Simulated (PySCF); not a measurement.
This PySCF input asks for the NMR shieldings of N-Ethyl-1,2-Azaborine (SMILES CCN1BC=CC=C1); the geometry comes from GFN2-xTB.

```python
import basis_set_exchange as bse
import numpy as np
from pyscf import gto, dft
from pyscf.prop import nmr

atoms = """
C    -2.383199   -0.360949    0.549212
C    -1.586688    0.077836   -0.678433
N    -0.169778    0.153604   -0.377434
B     0.449918    1.363299    0.034533
C     1.919138    1.266411    0.376920
C     2.553991    0.063679    0.280003
C     1.846905   -1.083968   -0.134466
C     0.524443   -1.005057   -0.442785
H    -2.055624   -1.343294    0.883577
H    -3.443507   -0.405802    0.313995
H    -2.230957    0.346994    1.360439
H    -1.925384    1.064622   -0.998823
H    -1.754554   -0.628286   -1.499428
H    -0.195691    2.341241    0.080327
H     2.502433    2.119472    0.701124
H     3.606164   -0.044687    0.515319
H     2.353898   -2.033823   -0.210378
H    -0.020267   -1.884974   -0.765360
"""
names = dict.fromkeys(["C", "N", "B", "H"], "pcSseg-1")
basis = {el: gto.basis.parse(bse.get_basis(n, elements=[el], fmt="nwchem")) for el, n in names.items()}
mol = gto.M(atom=atoms, basis=basis, charge=0, verbose=0)
mf = dft.RKS(mol, xc="PBE0")
mf.grids.level = 2
mf.grids.alignment = dft.numint.BLKSIZE   # the property module wants whole blocks of grid points
mf.conv_tol = 1e-9
mf.kernel()

calc = nmr.RKS(mf)   # GIAO
C = mf.mo_coeff
Co = C[:, mf.mo_occ > 0]
resp = mf.gen_response(singlet=True, hermi=2)
def vind(x):   # induced exchange potential for any number of trial vectors
    d = np.einsum("pi,xij,qj->xpq", C, 2 * x.reshape(-1, C.shape[1], Co.shape[1]), Co, optimize=True)
    return np.einsum("xpq,pi,qj->xij", resp(d - d.transpose(0, 2, 1)), C, Co, optimize=True).ravel()
mo1, _ = nmr.rhf.solve_mo1(calc, with_cphf=vind)
sigma = calc.kernel(mo1)
for i, s in enumerate(sigma):   # ppm
    print("%2d %-2s %9.2f" % (i, mol.atom_pure_symbol(i), np.trace(s) / 3))
```

Question: What does it print?

Answer: 
```
 0 C     163.26
 1 C     129.88
 2 N      60.68
 3 B      71.79
 4 C      47.05
 5 C      38.06
 6 C      68.55
 7 C      44.27
 8 H      30.26
 9 H      30.45
10 H      30.27
11 H      27.55
12 H      27.98
13 H      26.25
14 H      24.27
15 H      23.78
16 H      25.01
17 H      24.32
```

These numbers come from an equivalent density-fitted implementation of the same equations, which agrees with the script to about 0.01 ppm for H and up to a few tenths of a ppm for heavy atoms, so last digits may differ.

Size and cost of the density-fitted run: 186 basis functions, 46 s wall time on 1 thread of an Arm Neoverse N1, shared host.
